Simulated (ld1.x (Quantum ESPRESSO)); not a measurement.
# Which change was made? (Li, ultrasoft)

- Element: Li (Z = 3)
- Generator: ld1.x (Quantum ESPRESSO) 7.5
- Type: ultrasoft
- Functional: PBE
- Relativity: scalar-relativistic
- Frozen core: none
- Valence charge: 3
- Reference configuration: 1s2 2s1 2p0
- Partial waves: 1s (bound): rcut 0.90, rcutus 0.95 bohr; 2s (bound): rcut 0.90, rcutus 0.95 bohr; 2p (bound, empty): rcut 3.50, rcutus 4.60 bohr; 2p channel at 3.2 Ry: rcut 3.50, rcutus 4.60 bohr
- Local potential: all-electron potential smoothed inside 2.95 bohr (lloc = -1)
- Core correction: none
- Augmentation charge: PSQ, radius 0.65 bohr

Cutoffs, loose and tight: the cutoffs (Ry, on a coarse ladder) from which the occupation-weighted sum of valence levels, in a spherical-Bessel basis at the reference potential, stays within 10 and 1 mRy of its value at 400 Ry. They do not see the model core or the augmentation charge, which bear on the density cutoff. Test errors are all-electron minus pseudo excitation energies from the reference, over the configurations 1s2 2s0 2p0; 1s2 2s0.5 2p0; 1s2 2s0 2p1; 1s1 2s1 2p0; variants that change the core or the reference have their own tests.

The base gives: outcome: generated; cutoff, loose: 50 Ry; cutoff, tight: 80 Ry; bound ghosts: p; largest test error (meV): +107.

(1) After one change the result is: outcome: generated; cutoff, loose: 60 Ry; cutoff, tight: 80 Ry; bound ghosts: p; largest test error (meV): +90. Which change was it?
A. core [He], valence charge 1; reference 2s0.5 2p0; waves now 2s (bound): rcut 1.95, rcutus 2.70 bohr; 2s channel at 0.25 Ry: rcut 1.95, rcutus 2.70 bohr; 2p (bound): rcut 3.80, rcutus 4.20 bohr; 2p channel at 3.2 Ry: rcut 3.80, rcutus 4.20 bohr; local potential all-electron potential smoothed inside 2.15 bohr (lloc = -1); augmentation PSQ, radius 1.75 bohr
B. type RRKJ; waves now 2p (bound): rc 4.60 bohr; 1s (bound): rc 0.95 bohr; local potential the s channel
C. wave 2p channel at 3.2 Ry: rcut 3.50, rcutus 4.60 bohr becomes 2p channel at 0.09 Ry: rcut 3.50, rcutus 4.60 bohr
D. waves 1s (bound): rcut 0.84, rcutus 0.88 bohr; 2s (bound): rcut 0.84, rcutus 0.88 bohr

Results:

(1) D. The others give: type RRKJ; waves now 2p (bound): rc 4.60 bohr; 1s (bound): rc 0.95 bohr; local potential the s channel → outcome: generated; cutoff, loose: 100 Ry; cutoff, tight: 200 Ry; bound ghosts: none; largest test error (meV): +342 | core [He], valence charge 1; reference 2s0.5 2p0; waves now 2s (bound): rcut 1.95, rcutus 2.70 bohr; 2s channel at 0.25 Ry: rcut 1.95, rcutus 2.70 bohr; 2p (bound): rcut 3.80, rcutus 4.20 bohr; 2p channel at 3.2 Ry: rcut 3.80, rcutus 4.20 bohr; local potential all-electron potential smoothed inside 2.15 bohr (lloc = -1); augmentation PSQ, radius 1.75 bohr → outcome: generated; cutoff, loose: 6 Ry; cutoff, tight: 6 Ry; bound ghosts: none; largest test error (meV): test run stopped at test 1 of 2 (negative rho) | wave 2p channel at 3.2 Ry: rcut 3.50, rcutus 4.60 bohr becomes 2p channel at 0.09 Ry: rcut 3.50, rcutus 4.60 bohr → outcome: generated; cutoff, loose: 50 Ry; cutoff, tight: 80 Ry; bound ghosts: none; largest test error (meV): +107.
